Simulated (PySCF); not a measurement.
The numbers are results of PBE-D3(BJ)/def2-TZVP // B3LYP-D3(BJ)/def2-SVP (PySCF), not measurements. Isolated molecules, 0 K electronic values unless said otherwise. One relaxed conformer stands for a flexible species; it need not be the lowest. Excitations are Tamm–Dancoff values on a coarser integration grid. The basis has no diffuse functions, so Rydberg states are missing or too high.

Reference species (SMILES): `Bc1c(C=C)ccc2ccsc12` (neutral, multiplicity 1).

The S1 excitation (TDA) is 3.03 eV and the HOMO is -5.52 eV. The LUMO is -2.89 eV. The T1 excitation (TDA) is 2.40 eV.

Changed species: `c1c(cc2sccc2c1B)C=C`.

Predict the effect on the S1 excitation (TDA), HOMO, LUMO and T1 excitation (TDA).

the S1 excitation (TDA) decreases by 0.05 eV, to 2.98 eV; the HOMO drops by 0.03 eV, to -5.55 eV; the LUMO falls by 0.20 eV, to -3.09 eV; the T1 excitation (TDA) drops by 0.16 eV, to 2.24 eV.
